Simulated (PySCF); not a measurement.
Start geometry of `[Te](C)C` from a GFN2-xTB structure with every atom displaced at random (by about 0.01 Å) (Å):
```
atom  x, y, z in Å
C1    -1.5372   -0.0868   -0.0322
Te2    0.0659   -1.3525   -0.6380
C3     1.5402    0.0658    0.0247
H4    -1.4723    0.8815   -0.5734
H5    -2.4911   -0.5641   -0.2855
H6    -1.5171    0.1297    1.0268
H7     2.5483   -0.3521   -0.1597
H8     1.4715    1.0065   -0.5109
H9     1.4496    0.2549    1.1144
```

Problem. What comes out of this run: PBE0-D3(BJ)/def2-SVP geometry optimisation, gas phase, def2 core potentials past Kr (PySCF)?

Solution. 
```
atom  x, y, z in Å
C1    -1.559    0.087    0.098
Te2   -0.096   -1.381   -0.480
C3     1.574   -0.080   -0.096
H4    -1.436    0.992   -0.510
H5    -2.552   -0.343   -0.090
H6    -1.458    0.324    1.165
H7     2.483   -0.600   -0.426
H8     1.455    0.847   -0.671
H9     1.644    0.137    0.977
```

The energy falls by 3.3 kJ/mol over 5 energy and gradient evaluations, the largest force component goes from 0.0142 to 1.8e-04 Eh/bohr, and the atoms move by 0.060 Å rms after alignment. The bond that changes most is C1–Te2 (ends: methyl carbon; tellurium bonded to 2 C), which lengthens by 0.021 Å. Bonds longer at the end by more than 0.005 Å: 3 of 8; shorter: 3. Among the angles that change most is H4–C1–H6, from 107.6° to 110.6°. Rotational constants go from 8030, 6175, 3652 to 8215, 5978, 3623 MHz. The orientation of the end geometry is arbitrary; only internal coordinates are fixed.

The run used 84 basis functions and 36 SCF cycles in all.

No PBE0-D3(BJ)/def2-SVP frequencies stand behind this structure, so it isn't proved a minimum.
